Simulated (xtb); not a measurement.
xtb input (GFN2-xTB):

```bash
xtb mol.xyz --gfn 2 --sp --chrg 1 --uhf 0
```
mol.xyz:
```
7

B     -0.90730345     0.04199277     0.14662931
N      0.62442962    -0.02740366    -0.08697627
H     -1.46648053    -0.99335258     0.13677938
H     -1.35643073     1.12122059     0.27976230
H      1.13568617     0.78140953     0.27901682
H      1.05104701    -0.88334531     0.28242983
H      0.80168792    -0.04407040    -1.10230100
```

Output:

```
           -------------------------------------------------
          |                Calculation Setup                |
           -------------------------------------------------

           -------------------------------------------------
          |                 G F N 2 - x T B                 |
           -------------------------------------------------

        Reference                      10.1021/acs.jctc.8b01176
      * Hamiltonian:
        H0-scaling (s, p, d)           1.850000    2.230000    2.230000
        zeta-weighting                 0.500000
      * Dispersion:
        s8                             2.700000
        a1                             0.520000
        a2                             5.000000
        s9                             5.000000
      * Repulsion:
        kExp                           1.500000    1.000000
        rExp                           1.000000
      * Coulomb:
        alpha                          2.000000
        third order                    shell-resolved
        anisotropic                    true
        a3                             3.000000
        a5                             4.000000
        cn-shift                       1.200000
        cn-exp                         4.000000
        max-rad                        5.000000

          ...................................................
          :                      SETUP                      :
          :.................................................:
          :  # basis functions                  13          :
          :  # atomic orbitals                  13          :
          :  # shells                            9          :
          :  # electrons                        12          :
          :  max. iterations                   250          :
          :  Hamiltonian                  GFN2-xTB          :
          :  restarted?                      false          :
          :  GBSA solvation                  false          :
          :  PC potential                    false          :
          :  electronic temp.          300.0000000     K    :
          :  accuracy                    1.0000000          :
          :  -> integral cutoff          0.2500000E+02      :
          :  -> integral neglect         0.1000000E-07      :
          :  -> SCF convergence          0.1000000E-05 Eh   :
          :  -> wf. convergence          0.1000000E-03 e    :
          :  Broyden damping             0.4000000          :
          :  net charge                          1          :
          :  unpaired electrons                  0          :
          ...................................................

 iter      E             dE          RMSdq      gap      omega  full diag
   1     -6.2596939 -0.625969E+01  0.113E+01    4.27       0.0  T
   2     -6.3227410 -0.630471E-01  0.700E+00    4.08       1.0  T
   3     -6.3264616 -0.372063E-02  0.236E+00    3.65       1.0  T
   4     -6.3323783 -0.591667E-02  0.653E-01    4.08       1.0  T
   5     -6.3329310 -0.552769E-03  0.250E-01    4.06       1.0  T
   6     -6.3329933 -0.622861E-04  0.571E-02    4.01       1.0  T
   7     -6.3330097 -0.163308E-04  0.229E-02    4.04       1.6  T
   8     -6.3330134 -0.378444E-05  0.257E-03    4.03      14.7  T
   9     -6.3330135 -0.143958E-07  0.708E-04    4.03      53.4  T
  10     -6.3330135 -0.225531E-08  0.419E-05    4.03     902.1  T

   *** convergence criteria satisfied after 10 iterations ***

         #    Occupation            Energy/Eh            Energy/eV
      -------------------------------------------------------------
         1        2.0000           -0.8954097             -24.3653
         2        2.0000           -0.8069034             -21.9570
         3        2.0000           -0.8040069             -21.8781
         4        2.0000           -0.7941810             -21.6108
         5        2.0000           -0.7004824             -19.0611
         6        2.0000           -0.6643404             -18.0776 (HOMO)
         7                         -0.5162894             -14.0489 (LUMO)
         8                         -0.2628503              -7.1525
         9                         -0.1041515              -2.8341
        10                         -0.0895363              -2.4364
        11                         -0.0823002              -2.2395
       ...                                ...                  ...
        13                          0.1881397               5.1195
      -------------------------------------------------------------
                  HL-Gap            0.1480510 Eh            4.0287 eV
             Fermi-level           -0.5903149 Eh          -16.0633 eV

 SCC (total)                   0 d,  0 h,  0 min,  0.003 sec
 SCC setup                      ...        0 min,  0.000 sec (  5.788%)
 Dispersion                     ...        0 min,  0.000 sec (  1.629%)
 classical contributions        ...        0 min,  0.000 sec (  0.787%)
 integral evaluation            ...        0 min,  0.000 sec ( 10.229%)
 iterations                     ...        0 min,  0.001 sec ( 56.191%)
 molecular gradient             ...        0 min,  0.001 sec ( 20.335%)
 printout                       ...        0 min,  0.000 sec (  4.643%)

         :::::::::::::::::::::::::::::::::::::::::::::::::::::
         ::                     SUMMARY                     ::
         :::::::::::::::::::::::::::::::::::::::::::::::::::::
         :: total energy              -6.254857342619 Eh    ::
         :: gradient norm              0.023024670054 Eh/a0 ::
         :: HOMO-LUMO gap              4.028672674074 eV    ::
         ::.................................................::
         :: SCC energy                -6.333013342252 Eh    ::
         :: -> isotropic ES            0.132270992160 Eh    ::
         :: -> anisotropic ES         -0.009044205310 Eh    ::
         :: -> anisotropic XC          0.001783889569 Eh    ::
         :: -> dispersion             -0.001106273158 Eh    ::
         :: repulsion energy           0.078155999633 Eh    ::
         :: add. restraining           0.000000000000 Eh    ::
         :: total charge               1.000000000000 e     ::
         :::::::::::::::::::::::::::::::::::::::::::::::::::::

           -------------------------------------------------
          |                Property Printout                |
           -------------------------------------------------

    * Orbital Energies and Occupations

         #    Occupation            Energy/Eh            Energy/eV
      -------------------------------------------------------------
         1        2.0000           -0.8954097             -24.3653
         2        2.0000           -0.8069034             -21.9570
         3        2.0000           -0.8040069             -21.8781
         4        2.0000           -0.7941810             -21.6108
         5        2.0000           -0.7004824             -19.0611
         6        2.0000           -0.6643404             -18.0776 (HOMO)
         7                         -0.5162894             -14.0489 (LUMO)
         8                         -0.2628503              -7.1525
         9                         -0.1041515              -2.8341
        10                         -0.0895363              -2.4364
        11                         -0.0823002              -2.2395
        12                          0.0758964               2.0652
        13                          0.1881397               5.1195
      -------------------------------------------------------------
                  HL-Gap            0.1480510 Eh            4.0287 eV
             Fermi-level           -0.5903149 Eh          -16.0633 eV

     #   Z          covCN         q      C6AA      α(0)
Note: The following floating-point exceptions are signalling: IEEE_DENORMAL
normal termination of xtb
     1   5 B        2.705     0.274    17.401     6.998
     2   7 N        3.409    -0.205    25.447     7.492
     3   1 H        0.937     0.040     2.451     2.448
     4   1 H        0.937     0.041     2.438     2.441
     5   1 H        0.859     0.280     0.776     1.380
     6   1 H        0.859     0.282     0.771     1.375
     7   1 H        0.859     0.290     0.745     1.352

 Mol. C6AA /au·bohr⁶  :        222.931259
 Mol. C8AA /au·bohr⁸  :       4877.610740
 Mol. α(0) /au        :         23.486584

Wiberg/Mayer (AO) data.
largest (>0.10) Wiberg bond orders for each atom

 ---------------------------------------------------------------------------
     #   Z sym  total        # sym  WBO       # sym  WBO       # sym  WBO
 ---------------------------------------------------------------------------
     1   5 B    2.932 --     4 H    0.988     3 H    0.988     2 N    0.917
     2   7 N    3.613 --     1 B    0.917     5 H    0.906     6 H    0.903
                             7 H    0.882
     3   1 H    0.998 --     1 B    0.988
     4   1 H    0.998 --     1 B    0.988
     5   1 H    0.922 --     2 N    0.906
     6   1 H    0.921 --     2 N    0.903
     7   1 H    0.916 --     2 N    0.882
 ---------------------------------------------------------------------------

Topologies differ in total number of bonds
Writing topology from bond orders to xtbtopo.mol

molecular dipole:
                 x           y           z       tot (Debye)
 q only:        0.674      -0.036      -0.164
   full:        1.136      -0.061      -0.240       2.954
molecular quadrupole (traceless):
                xx          xy          yy          xz          yz          zz
 q only:        2.573      -0.182      -1.079      -0.708       0.072      -1.494
  q+dip:        1.211      -0.037       0.623      -0.636       0.210      -1.834
   full:        1.127      -0.135      -1.103      -0.365      -0.046      -0.024

           -------------------------------------------------
          | TOTAL ENERGY               -6.254857342619 Eh   |
          | GRADIENT NORM               0.023024670054 Eh/α |
          | HOMO-LUMO GAP               4.028672674074 eV   |
           -------------------------------------------------

------------------------------------------------------------------------
------------------------------------------------------------------------
 total:
 SCF:
```

It need not be the lowest isomer of its formula.
